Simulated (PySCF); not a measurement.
Se(F)(SH), SMILES F[Se]S, singlet, PBE0/def2-SVP optimised geometry.

```
4

Se    -0.66    -1.05     0.00
F      1.11    -1.05     0.00
S     -1.11     1.05     0.00
H     -1.09     1.28    -1.34
```

Density from PBE0/def2-TZVP (PySCF) at that geometry.

Minimum of the electron density along straight lines between bonded atoms, close to the bond critical point (lines longer than 1.1 times the sum of covalent radii, or with two minima, are not listed):

```csv
bond,length / Å,ρ at the minimum / e bohr⁻³,∇²ρ there / e bohr⁻⁵,position (fraction from the first atom)
Se1–F2,1.775,(withheld),(withheld),0.47
Se1–S3,2.153,0.134,-0.08,0.48
S3–H4,1.358,(withheld),-0.61,0.65
```

**Question.** Some entries are withheld; supply them.

**Answer.** 
- Se1–F2, ρ at the minimum / e bohr⁻³: 0.153
- Se1–F2, ∇²ρ there / e bohr⁻⁵: 0.31
- S3–H4, ρ at the minimum / e bohr⁻³: 0.214
